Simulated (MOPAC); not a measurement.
MOPAC input (AM1):

```
AM1 PRECISE GNORM=0.05 LET XYZ GEO-OK AUX(PRECISION=9) THREADS=1
C3H7N

C    -0.84972708 1   -0.84703727 1    0.07635384 1
C    -1.00145512 1    0.61530386 1   -0.25263998 1
C     0.22649702 1    0.12658270 1    0.45818837 1
N     1.44803905 1    0.08197280 1   -0.30345838 1
H    -0.62496805 1   -1.51695526 1   -0.74192684 1
H    -1.46523650 1   -1.26651742 1    0.86044423 1
H    -1.72098136 1    1.19832851 1    0.30590941 1
H    -0.87624038 1    0.90478477 1   -1.28676381 1
H     0.29173597 1    0.37157266 1    1.51705422 1
H     1.92128146 1    0.97790048 1   -0.28980903 1
H     2.08624664 1   -0.61201908 1    0.06788706 1
```

From the output:

```
                                                       MOPAC v23.2.5 Linux

          FINAL HEAT OF FORMATION =         20.45220 KCAL/MOL =      85.57202 KJ/MOL

          COSMO AREA              =        102.49 SQUARE ANGSTROMS
          COSMO VOLUME            =         86.16 CUBIC ANGSTROMS

          GRADIENT NORM           =          0.01622          =       0.00489 PER ATOM
          IONIZATION POTENTIAL    =          9.795745 EV
          HOMO LUMO ENERGIES (EV) =         -9.796  2.954
          NO. OF FILLED LEVELS    =         12
          MOLECULAR WEIGHT        =         57.0950         POINT GROUP:  Cs

          MOLECULAR DIMENSIONS (Angstroms)

            Atom       Atom       Distance
            H    10    H     6     4.23200
            H    11    H     7     3.65644
            H     9    H     5     2.79989

          SCF CALCULATIONS        =         30

   ATOM   CHEMICAL          X               Y               Z
  NUMBER   SYMBOL      (ANGSTROMS)     (ANGSTROMS)     (ANGSTROMS)

     1       C         -0.86555987  *  -0.84642376  *   0.06704790  *
     2       C         -1.01642483  *   0.60772059  *  -0.26009847  *
     3       C          0.24674561  *   0.12149624  *   0.42624051  *
     4       N          1.48749866  *   0.09082489  *  -0.28232631  *
     5       H         -0.71147963  *  -1.56369640  *  -0.75852815  *
     6       H         -1.45825341  *  -1.28059293  *   0.89103252  *
     7       H         -1.71823824  *   1.22510353  *   0.32729880  *
     8       H         -0.96940797  *   0.92216311  *  -1.31779528  *
     9       H          0.33529065  *   0.37485736  *   1.51155246  *
    10       H          1.92926171  *   0.98780215  *  -0.24429558  *
    11       H          2.09399783  *  -0.59992245  *   0.11291186  *

                             CARTESIAN COORDINATES

   1    C       -0.865559869    -0.846423760     0.067047896
   2    C       -1.016424830     0.607720591    -0.260098469
   3    C        0.246745615     0.121496244     0.426240514
   4    N        1.487498659     0.090824887    -0.282326311
   5    H       -0.711479625    -1.563696399    -0.758528153
   6    H       -1.458253411    -1.280592929     0.891032524
   7    H       -1.718238245     1.225103529     0.327298805
   8    H       -0.969407967     0.922163111    -1.317795281
   9    H        0.335290653     0.374857359     1.511552465
  10    H        1.929261708     0.987802146    -0.244295575
  11    H        2.093997826    -0.599922449     0.112911858

           Empirical Formula: C3 H7 N  =    11 atoms

      MOLECULAR POINT GROUP   :   Cs

                  EIGENVALUES
 -38.65501 -32.45758 -23.14605 -21.77227 -17.27375 -16.48389 -15.48345 -13.58345
 -12.15877 -11.84273 -10.98782  -9.79574   2.95377   3.37897   3.88704   4.18856
   4.49021   4.67893   4.76452   5.05248   5.19365   6.24937   6.29049

              NET ATOMIC CHARGES AND DIPOLE CONTRIBUTIONS

  ATOM NO.   TYPE          CHARGE      No. of ELECS.   s-Pop       p-Pop
    1          C          -0.200501        4.2005     1.22554     2.97496
    2          C          -0.200499        4.2005     1.22554     2.97496
    3          C          -0.106192        4.1062     1.21158     2.89462
    4          N          -0.325419        5.3254     1.57529     3.75013
    5          H           0.120495        0.8795     0.87950
    6          H           0.104392        0.8956     0.89561
    7          H           0.104391        0.8956     0.89561
    8          H           0.120495        0.8795     0.87950
    9          H           0.082805        0.9172     0.91720
   10          H           0.150016        0.8500     0.84998
   11          H           0.150016        0.8500     0.84998
 DIPOLE           X         Y         Z       TOTAL
 POINT-CHG.    -0.172     0.055     0.325     0.372
 HYBRID         0.406     0.266     0.996     1.108
 SUM            0.235     0.322     1.321     1.380

          ATOMIC ORBITAL ELECTRON POPULATIONS

     Atom    s        px        py        pz
    1  C   1.22554   1.00501   0.93334   1.03662
    2  C   1.22554   0.98264   0.96892   1.02341
    3  C   1.21158   0.87540   1.06961   0.94961
    4  N   1.57529   1.05273   1.10662   1.59078
    5  H   0.87950
    6  H   0.89561
    7  H   0.89561
    8  H   0.87950
    9  H   0.91720
   10  H   0.84998
   11  H   0.84998

 **********************
 *                    *
 * JOB ENDED NORMALLY *
 *                    *
 **********************

 == MOPAC DONE ==
```

The geometry given is a B3LYP-D3(BJ)/def2-TZVP minimum.
